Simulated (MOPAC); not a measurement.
Job for MOPAC: AM1 on AlClFH (SMILES [F][AlH][Cl]), a point of a bond scan (R = 5.636 Å).

```
AM1 1SCF PRECISE CHARGE=0 THREADS=1
AlClFH

Al    -0.56121200 1     0.17720720 1    -0.47070291 1
H     -1.75578251 1    -0.36994628 1    -1.30318825 1
F     -0.21592676 1     1.78615354 1    -0.49600494 1
Cl     2.70030595 1    -3.16152570 1     2.68803028 1
```

Program output:

```
*******************************************************************************
 **                                                                           **
 **                              MOPAC v23.2.5                                **
 **                                                                           **
 *******************************************************************************
 ** MOPAC's Digital Object Identifier: https://doi.org/10.5281/zenodo.6511958 **
 **                                                                           **
 ** Please cite the open-source release paper for use of this MOPAC version:  **
 ** J. E. Moussa and J. J. P. Stewart (2026)                                  **
 ** MOPAC: An open-source semiempirical molecular orbital program             **
 ** J. Open Source Softw., 11(119), 8025, https://doi.org/10.21105/joss.08025 **
 *******************************************************************************

                              AM1 CALCULATION RESULTS

 *******************************************************************************
 *  AM1        - The AM1 Hamiltonian to be used
 *
 *
 *
 *                 CHARGE ON SYSTEM = 0
 *
 *
 *
 *  PRECISE    - TIGHTER CRITERIA TO BE USED
 *  1SCF       - DO 1 SCF AND THEN STOP
 *  THREADS=1  - MULTI-THREADING NOT USED
 *  T=         - A TIME OF 172800.0 SECONDS REQUESTED
 *  DUMP=N     - RESTART FILE WRITTEN EVERY 7200.0 SECONDS REQUESTED
 *******************************************************************************
AM1 1SCF PRECISE CHARGE=0 THREADS=1
 AlClFH

   ATOM   CHEMICAL          X               Y               Z
  NUMBER   SYMBOL      (ANGSTROMS)     (ANGSTROMS)     (ANGSTROMS)

     1      Al         -0.56121200  *   0.17720720  *  -0.47070291  *
     2       H         -1.75578251  *  -0.36994628  *  -1.30318825  *
     3       F         -0.21592676  *   1.78615354  *  -0.49600494  *
     4      Cl          2.70030595  *  -3.16152570  *   2.68803028  *



          CARTESIAN COORDINATES

    NO.       ATOM           X           Y           Z

     1        Al         -0.5612      0.1772     -0.4707
     2         H         -1.7558     -0.3699     -1.3032
     3         F         -0.2159      1.7862     -0.4960
     4        Cl          2.7003     -3.1615      2.6880

  H: (AM1): M.J.S. DEWAR ET AL, J. AM. CHEM. SOC. 107 3902-3909 (1985)
  F: (AM1): M.J.S. DEWAR AND E. G. ZOEBISCH, THEOCHEM, 180, 1 (1988).
 Al: (AM1): M. J. S. Dewar, A. J. Holder, Organometallics, 9, 508-511 (1990).
 Cl: (AM1): M.J.S. DEWAR AND E. G. ZOEBISCH, THEOCHEM, 180, 1 (1988).

           Empirical Formula: H Al F Cl  =     4 atoms



      MOLECULAR POINT GROUP   :   Cs


      RHF CALCULATION, NO. OF DOUBLY OCCUPIED LEVELS = 9


 -------------------------------------------------------------------------------
 AM1 1SCF PRECISE CHARGE=0 THREADS=1
 AlClFH



     1SCF WAS SPECIFIED, SO BFGS WAS NOT USED
     SCF FIELD WAS ACHIEVED


                              AM1 CALCULATION
                                                       MOPAC v23.2.5 Linux




          FINAL HEAT OF FORMATION =         15.48034 KCAL/MOL =      64.76975 KJ/MOL


          COSMO AREA              =        133.33 SQUARE ANGSTROMS
          COSMO VOLUME            =        106.82 CUBIC ANGSTROMS

          IONIZATION POTENTIAL    =          7.358262 EV
          HOMO LUMO ENERGIES (EV) =         -7.358 -4.618
          NO. OF FILLED LEVELS    =          9
          MOLECULAR WEIGHT        =         82.4408         POINT GROUP:  Cs

          MOLECULAR DIMENSIONS (Angstroms)

            Atom       Atom       Distance
           Cl     4    H     2     6.60147
            F     3   Cl     4     2.70044
           Al     1    H     2     0.00000


          SCF CALCULATIONS        =          1





   ATOM   CHEMICAL          X               Y               Z
  NUMBER   SYMBOL      (ANGSTROMS)     (ANGSTROMS)     (ANGSTROMS)

     1      Al         -0.56121200  *   0.17720720  *  -0.47070291  *
     2       H         -1.75578251  *  -0.36994628  *  -1.30318825  *
     3       F         -0.21592676  *   1.78615354  *  -0.49600494  *
     4      Cl          2.70030595  *  -3.16152570  *   2.68803028  *

                             CARTESIAN COORDINATES

   1   Al       -0.561212000     0.177207200    -0.470702910
   2    H       -1.755782510    -0.369946280    -1.303188250
   3    F       -0.215926760     1.786153540    -0.496004940
   4   Cl        2.700305950    -3.161525700     2.688030280


           Empirical Formula: H Al F Cl  =     4 atoms



      MOLECULAR POINT GROUP   :   Cs


                  EIGENVALUES
 -49.47262 -31.33829 -17.93909 -16.58955 -16.39575 -14.50324  -8.39471  -8.39387
  -7.35826  -4.61818  -2.49441  -0.33952   1.17915


              NET ATOMIC CHARGES AND DIPOLE CONTRIBUTIONS

  ATOM NO.   TYPE          CHARGE      No. of ELECS.   s-Pop       p-Pop
    1         Al           0.906721        2.0933     1.08557     1.00771
    2          H           0.000317        0.9997     0.99968
    3          F          -0.313516        7.3135     1.87658     5.43694
    4         Cl          -0.593522        7.5935     2.00000     5.59352
 DIPOLE           X         Y         Z       TOTAL
 POINT-CHG.    -9.820     7.094    -8.968    15.073
 HYBRID         0.921     0.950     0.545     1.431
 SUM           -8.899     8.044    -8.423    14.658


          ATOMIC ORBITAL ELECTRON POPULATIONS

     Atom    s        px        py        pz
    1 Al   1.08557   0.35644   0.39650   0.25477
    2  H   0.99968
    3  F   1.87658   1.87880   1.69439   1.86375
    4 Cl   2.00000   1.86518   1.85824   1.87011

 **********************
 *                    *
 * JOB ENDED NORMALLY *
 *                    *
 **********************




 == MOPAC DONE ==
```

The run finished.

Cost: around 0.07 core-seconds (rough).
